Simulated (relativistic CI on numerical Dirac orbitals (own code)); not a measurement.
# Transition arrays of Pm²¹⁺

Computed by Dirac-Coulomb-Breit CI, KLI orbitals optimised for each configuration, model QED (radiative potential, 1s self-energy scaled to tabulated hydrogen-like ionisation energies), valence Slater integrals scaled by 0.9, whole transition arrays (own radial code, finite nucleus).

Configuration list (outside the closed core [Ar] 3d10 4s2): 4p⁶4d⁴, 4p⁶4d³4f, 4p⁵4d⁵, 4p⁶4d³5p, 4p⁶4d³5f. Levels of other configurations are missing.

All E1 lines from the levels of 4p⁶4d⁴; mean and standard deviation are weighted by gf, and upper levels are sorted by their leading configuration.

```tsv
Upper configuration	Lines	Σgf	Mean (eV)	Mean (nm)	σ (eV)	Strongest line (nm)
4p⁶4d³4f	2888	672.8	157.87	7.854	7.03	7.738
4p⁵4d⁵	3182	622.7	159.63	7.767	9.95	7.683
4p⁶4d³5p	1718	86.6	236.69	5.238	3.97	5.203
4p⁶4d³5f	2825	137.5	342.55	3.619	3.75	3.629
```

Σgf per state of the lower configuration in bins of 0.2 nm over the central range (centre: value): 3.5: 0.24, 3.7: 0.41, 5.1: 0.09, 5.3: 0.30, 7.3: 0.17, 7.5: 0.91, 7.7: 3.14, 7.9: 1.37, 8.1: 0.13, 8.3: 0.05, 8.5: 0.03, 8.7: 0.03, 9.1: 0.05, 9.3: 0.03.

Q: How do configuration mixing and the scaling of the Slater integrals move the arrays?

A: Slater scale 0.9, no configuration mixing: 4p⁶4d³4f 148.7 ± 6.4 eV (Σgf 585.0), 4p⁵4d⁵ 144.5 ± 14.2 eV (Σgf 596.8), 4p⁶4d³5p 236.8 ± 3.9 eV (Σgf 99.2), 4p⁶4d³5f 342.5 ± 3.8 eV (Σgf 146.0); Slater scale 1: 4p⁶4d³4f 160.9 ± 6.5 eV (Σgf 728.6), 4p⁵4d⁵ 162.4 ± 10.6 eV (Σgf 591.5), 4p⁶4d³5p 236.7 ± 4.2 eV (Σgf 84.9), 4p⁶4d³5f 342.6 ± 4.0 eV (Σgf 137.1); Slater scale 0.8: 4p⁶4d³4f 154.9 ± 6.6 eV (Σgf 641.2), 4p⁵4d⁵ 156.9 ± 10.1 eV (Σgf 629.7), 4p⁶4d³5p 236.7 ± 3.8 eV (Σgf 88.3), 4p⁶4d³5f 342.5 ± 3.5 eV (Σgf 137.8). With mixing, levels are counted to their leading configuration, so an array can shrink or vanish into another, and the sums then hold other lines.
